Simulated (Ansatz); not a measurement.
Consider the atomization: `F[SiH2][Si](F)(Cl)Cl` → 2 Cl• + 2 F• + 2 H• + 2 Si•.

Gas-phase electronic energies from Ansatz, PBE0-D4/def2-TZVP geometries. CBS: MP2 limit from def2 TZ/QZ plus the TZ coupled-cluster correction, frozen cores. This one scheme is used for every species, atoms too. For atomizations the MP2-based limit and the directly extrapolated one differ by several kJ/mol either way, and by 10 to 25 for some Ge, Se and Sn compounds, so smaller differences from it don't rank the levels. Functionals use def2-TZVPP. B3LYP here is the variant with VWN-RPA as its local correlation; programs differ in this. Open shells (•) are unrestricted, without spin–orbit coupling. Spin–orbit coupling would lower the free atoms: a little for Cl, F, Si. One conformer a species, not always the lowest.

`F[SiH2][Si](F)(Cl)Cl`:

Cartesian coordinates in Å:
```
F -0.805 -1.083 -1.815
Si -1.110 -0.315 -0.446
Si 0.939 0.332 0.492
F 0.669 1.100 1.857
Cl 2.110 -1.277 0.914
Cl 1.956 1.598 -0.733
H -1.937 0.880 -0.741
H -1.824 -1.236 0.471
```

Task: What is ΔE at CCSD(T)/CBS? (Estimate.)

Result: Ansatz gave: +683.3 kcal/mol.

Task: What do these levels give: PBE-D4, BLYP-D4, ωB97X-V, ωB97M-V, B2PLYP, PBE-QIDH, PBE, revPBE, BLYP, B3LYP, HF/def2-SVP, CCSD/CBS(def2)? (Estimate.)

Result: Ansatz gave: PBE-D4 684.9, BLYP-D4 670.0, ωB97X-V 684.7, ωB97M-V 681.6, B2PLYP 667.1, PBE-QIDH 673.9, PBE 678.4, revPBE 650.8, BLYP 656.3, B3LYP 660.4, HF/def2-SVP 488.9, CCSD/CBS(def2) 671.9 kcal/mol.

Largest T1 diagnostic among the species: 0.012.

From BLYP to BHLYP (50 % exact exchange), in def2-TZVPP and without D4, ΔE moves by −10.8 kcal/mol: exact exchange takes away binding that semilocal exchange gives to molecules. The D4 term adds +10.5 kcal/mol with B3LYP and +5.5 kcal/mol with PBE0; it sums over pairs of atoms, weighted by their polarisabilities, and B3LYP, whose exchange is more repulsive, gets the larger term. In def2-TZVPP, CCSD(T) changes the Hartree–Fock value by +149.5 kcal/mol (the triples alone add +11.4 kcal/mol) and MP2 by +174.4 kcal/mol; breaking electron pairs costs correlation energy, which Hartree–Fock lacks.
